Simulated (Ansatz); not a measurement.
Reaction (formal hydrolysis of the Si–C bond): `CC[SiH]([SiH3])Cl` + H₂O → `O[SiH]([SiH3])Cl` + `CC`

Program: Ansatz. Geometries: PBE0-D4/def2-TZVP. ΔE: electronic, gas phase. CCSD(T)/CBS is the MP2 limit (def2-TZVPP, def2-QZVPP) plus CCSD(T) − MP2 in def2-TZVPP, frozen cores. This one scheme is used for every species. Functionals use def2-TZVPP. Each species was taken in one conformer, which may not be the lowest.

`CC[SiH]([SiH3])Cl`:

```xyz
14

C    -2.307   -0.200   -0.074
C    -0.888   -0.070   -0.617
Si    0.439   -0.088    0.702
Si    2.594    0.194   -0.164
Cl    0.097    1.473    2.024
H    -2.437   -1.134    0.479
H    -2.547    0.620    0.607
H    -3.042   -0.188   -0.882
H    -0.777    0.853   -1.196
H    -0.658   -0.892   -1.306
H     0.344   -1.340    1.503
H     2.914   -0.909   -1.112
H     3.598    0.194    0.932
H     2.670    1.487   -0.895
```

H₂O:

Z-matrix (Å, degrees):
```
O
H 1 0.960
H 1 0.960 2 105.1
```

`O[SiH]([SiH3])Cl`:

```xyz
9

O    -1.825    0.187    0.603
Si   -0.620   -0.570   -0.211
Si    1.358    0.589    0.234
Cl   -0.973   -0.517   -2.247
H    -2.715   -0.163    0.529
H    -0.575   -2.016    0.127
H     1.656    0.565    1.691
H     1.223    1.995   -0.225
H     2.470   -0.070   -0.501
```

`CC`:

Z-matrix (Å, degrees):
```
C
C 1 1.519
H 1 1.093 2 111.4
H 1 1.093 2 111.4 3 120.0
H 1 1.093 2 111.4 3 -120.0
H 2 1.093 1 111.4 3 180.0
H 2 1.093 1 111.4 3 -60.0
H 2 1.093 1 111.4 3 60.0
```

| level | ΔE (eV) |
| --- | --- |
| ωB97M-V | -1.03 |
| B2PLYP | -1.12 |
| HF/def2-TZVPP | -1.27 |
| SCS-MP2/def2-TZVPP | -1.06 |
| CCSD/def2-TZVPP | -1.05 |
| CCSD(T)/def2-TZVPP | -1.01 |
| HF/def2-QZVPP | -1.28 |
| HF/CBS(def2) | -1.28 |

What does CCSD(T)/CBS give? (An estimate is asked.)

The calculation gave: -0.98 eV. The listed levels differ from it by -0.05, -0.14, -0.29, -0.08, -0.07, -0.03, -0.30, -0.30 eV.

Largest T1 diagnostic among the species: 0.012.

In def2-TZVPP, CCSD(T) changes the Hartree–Fock value by +0.26 eV (the triples alone add +0.03 eV) and MP2 by +0.27 eV. The D4 term adds +0.10 eV with B3LYP and +0.06 eV with PBE0; it sums over pairs of atoms, weighted by their polarisabilities, and B3LYP, whose exchange is more repulsive, gets the larger term.

B3LYP here is the variant with VWN-RPA as its local correlation; programs differ in this.
